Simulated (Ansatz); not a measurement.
Z-matrix (Å, degrees):
```
Sn
C 1 2.156
C 1 2.620 2 36.1
F 1 1.935 2 112.4 3 122.1
C 1 2.156 2 70.3 3 15.2
H 1 1.707 2 128.2 3 -108.5
H 2 1.092 1 107.8 3 -113.3
H 2 1.089 1 121.8 3 119.8
H 3 1.094 1 106.1 2 -102.4
H 3 1.095 1 147.3 2 77.6
H 5 1.089 1 121.8 2 -135.0
H 5 1.092 1 107.8 2 98.1
```

Charge 0, multiplicity 1. Sn takes the def2 core potential.

(1) List the PBE/def2-TZVPP orbital energies in eV (Ansatz). (Estimate.)

Results:

(1) The calculation gave: Occupied: -658.25, -269.37, -269.09, -269.09, -133.19, -89.18, -89.12, -89.06, -27.84, -25.61, -25.59, -25.56, -25.54, -25.05, -19.72, -16.42, -14.53, -12.31, -11.52, -10.79, -9.83, -9.02, -8.84, -8.45, -8.34, -8.19, -6.78, -6.35. Lowest empty: -1.14, -0.78, -0.70, 0.54, 1.00, 1.41, 1.85, 1.89.
